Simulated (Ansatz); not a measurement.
Isolated molecules relaxed with PBE0-D4/def2-TZVP in Ansatz; ΔE leaves out vibrations. CCSD(T)/CBS is the MP2 limit (def2-TZVPP, def2-QZVPP) plus CCSD(T) − MP2 in def2-TZVPP, frozen cores. Functionals use def2-TZVPP. B3LYP here is the variant with VWN-RPA as its local correlation; programs differ in this. One conformer a species, not always the lowest.

Consider the formal exchange of groups at the Si–O bond: `[SiH3]OC1=CS1` + `[CH3][AlH][SiH3]` → `[CH3][Al]([SiH3])[SiH3]` + `OC1=CS1`.

CCSD(T)/CBS gives +83.3 kJ/mol.

Problem. Another level gave +75.3 kJ/mol. Which?
A. B3LYP/def2-TZVPP
B. PBE-D4/def2-TZVPP
C. MP2/def2-TZVPP
D. r2SCAN/def2-TZVPP

Solution. D. r2SCAN 75.3, MP2/def2-TZVPP 92.7, PBE-D4 57.6, B3LYP 81.9 kJ/mol.

Largest T1 diagnostic among the species: 0.013.

In def2-TZVPP, CCSD(T) changes the Hartree–Fock value by −21.1 kJ/mol (the triples alone add −1.9 kJ/mol) and MP2 by −10.3 kJ/mol. From PBE to PBE0 (25 % exact exchange), in def2-TZVPP and without D4, ΔE moves by +6.4 kJ/mol.
